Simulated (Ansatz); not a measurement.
`F[CH](F)[GeH3]` → `F[C]F` + GeH₄ at 700 K and 1 bar (formal loss of a carbene).

Gas-phase electronic energies from Ansatz, PBE0-D4/def2-TZVP geometries. CCSD(T)/CBS adds triple-zeta CCSD(T) − MP2 to the extrapolated MP2 energy (def2 sets, frozen cores). This one scheme is used for every species. For Ge outer-core shells are correlated without core-valence functions, which leaves a few kJ/mol of doubt a bond. Scalar relativity is left out up to krypton.

```tsv
species	CCSD(T)/CBS energy (Eh)	H − E (kJ/mol)	S (J/(mol·K))
`F[CH](F)[GeH3]`	-2316.12324	181.5	414.8
`F[C]F`	-237.54028	47.1	278.6
GeH₄	-2078.49493	112.9	267.3
```

H − E and S are ideal-gas, rigid-rotor, harmonic terms from PBE0-D4/def2-TZVP. 1 Eh = 2625.50 kJ/mol, R = 8.31446 J/(mol·K).

**Question.** By hand: ΔE, ΔH, ΔS and ΔG.

**Answer.** ΔE = (-237.54028) + (-2078.49493) − (-2316.12324) = 0.08803 Eh = 231.1 kJ/mol. Δ(H − E) = 47.1 + 112.9 − 181.5 = -21.5, so ΔH = 209.6 kJ/mol. ΔS = 278.6 + 267.3 − 414.8 = 131.1 J/(mol·K). ΔG = 209.6 − 700 × (131.1)/1000 = 117.8 kJ/mol.

**Question.** By hand: the equilibrium constant, and the temperature at which ΔG would vanish if ΔH and ΔS stayed fixed.

**Answer.** log₁₀ K = −ΔG/(RT ln 10) = -8.8. ΔG = 0 at ΔH/ΔS = 1599 K.

The number of gas molecules changes by +1, which sets the sign of ΔS. A doubt of 5 kJ/mol in ΔE shifts log₁₀ K by 0.4 here. These are equilibria of isolated gas molecules and say nothing of rates. Largest T1 diagnostic: 0.017 (customary marks: 0.02 for closed shells, 0.045 for open ones).
